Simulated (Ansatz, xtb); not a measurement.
Relative energy of two isomers of C4H8GeO

Structure I is `O=C[C@@H]1C[C@H]1[GeH3]`, a singlet and structure II is `O=C[C@@H]1C[C@@H]1[GeH3]`, a singlet. Both are isolated molecules in the gas phase, relaxed with PBE0-D3(BJ)/def2-SVP; the shapes shown needn't be the lowest conformers.

I (Å):

```xyz
14

C    -0.0079   -1.9205   -1.7454
C    -0.3548   -0.5278   -1.3710
C     0.7452    0.3159   -0.7659
C    -0.3414   -0.1918    0.1118
Ge   -1.6985    0.9904    0.8418
O     0.7484   -2.6176   -1.1167
H    -0.5008   -2.3031   -2.6750
H    -1.0840   -0.0300   -2.0173
H     0.7651    1.3741   -1.0430
H     1.7229   -0.1678   -0.6864
H    -0.0601   -1.0500    0.7330
H    -1.2158    1.6102    2.1656
H    -1.9474    2.1104   -0.1882
H    -3.0093    0.2215    1.0882
```

II (Å):

```json
{"atom": "C", "x (Å)": "-1.3078", "y (Å)": "1.8230", "z (Å)": "0.7996"}
{"atom": "C", "x (Å)": "-0.2934", "y (Å)": "0.7480", "z (Å)": "0.8298"}
{"atom": "C", "x (Å)": "-0.2306", "y (Å)": "-0.2174", "z (Å)": "-0.3285"}
{"atom": "C", "x (Å)": "-0.7284", "y (Å)": "-0.7013", "z (Å)": "0.9904"}
{"atom": "Ge", "x (Å)": "-2.5746", "y (Å)": "-1.2742", "z (Å)": "1.2664"}
{"atom": "O", "x (Å)": "-1.1502", "y (Å)": "2.9268", "z (Å)": "1.2490"}
{"atom": "H", "x (Å)": "-2.2750", "y (Å)": "1.5335", "z (Å)": "0.3036"}
{"atom": "H", "x (Å)": "0.6454", "y (Å)": "1.0473", "z (Å)": "1.3046"}
{"atom": "H", "x (Å)": "0.7639", "y (Å)": "-0.5185", "z (Å)": "-0.6676"}
{"atom": "H", "x (Å)": "-0.9560", "y (Å)": "-0.0774", "z (Å)": "-1.1375"}
{"atom": "H", "x (Å)": "-0.0164", "y (Å)": "-1.2930", "z (Å)": "1.5756"}
{"atom": "H", "x (Å)": "-3.1359", "y (Å)": "-0.7023", "z (Å)": "2.5803"}
{"atom": "H", "x (Å)": "-3.4536", "y (Å)": "-0.8104", "z (Å)": "0.0902"}
{"atom": "H", "x (Å)": "-2.5907", "y (Å)": "-2.8118", "z (Å)": "1.3306"}
```

Quicker runs give these differences E(II) − E(I): GFN2-xTB −0.047 eV; HF/STO-3G +0.088 eV (at GFN2-xTB geometries); r2SCAN-D4/def2-SVP +0.097 eV (at GFN2-xTB geometries).

Problem. Estimate which is lower in electronic energy at CCSD(T)/def2-SVP + ΔMP2/def2-TZVPP, and by roughly how much.

Solution. Too close to call at this level: CCSD(T)/def2-SVP + ΔMP2/def2-TZVPP gives E(II) − E(I) = +0.069 eV.

How the difference moves with the method:

```
                             level              geometry  E(II) − E(I) (eV)  departure from the last row (eV)  job, with rough time for the two
                          GFN2-xTB              GFN2-xTB              −0.047                            −0.115               optimisation, 3.4 s
                         HF/STO-3G              GFN2-xTB              +0.088                            +0.019               single point, 5.8 s
                r2SCAN-D4/def2-SVP              GFN2-xTB              +0.097                            +0.028                single point, 20 s
              PBE0-D3(BJ)/def2-SVP  PBE0-D3(BJ)/def2-SVP              +0.083                            +0.014             optimisation, 5.5 min
                       HF/def2-SVP  PBE0-D3(BJ)/def2-SVP              +0.101                            +0.032           part of the CCSD(T) run
                      MP2/def2-SVP  PBE0-D3(BJ)/def2-SVP              +0.111                            +0.042           part of the CCSD(T) run
                  CCSD(T)/def2-SVP  PBE0-D3(BJ)/def2-SVP              +0.101                            +0.032                      single point
CCSD(T)/def2-SVP + ΔMP2/def2-TZVPP  PBE0-D3(BJ)/def2-SVP              +0.069                                               single point, 4.2 min
```

As drawn, both hold the same kinds of bond in the same numbers.

GFN2-xTB puts the two in the other order. The largest departure from CCSD(T)/def2-SVP + ΔMP2/def2-TZVPP is that of GFN2-xTB, 0.115 eV. The last row adds to CCSD(T) the change of the MP2 difference between the two basis sets, here −0.032 eV.

With thermal terms from frequencies at re-optimised GFN2-xTB minima (ideal gas, soft modes damped towards free rotors, one conformer each, 298.15 K, 1 atm): on the last row, ΔE + ΔZPE = +0.077, ΔH = +0.067, ΔG = +0.096 eV.

The correlated steps freeze 14 core orbitals; the filled d shell of Ge is correlated, in a basis made for valence electrons. Programs: Ansatz 0.2.0, xtb 6.7.1; the last row on 2 threads of Intel(R) Xeon(R) Processor @ 2.50GHz (Skylake/Cascade Lake) on a shared host.
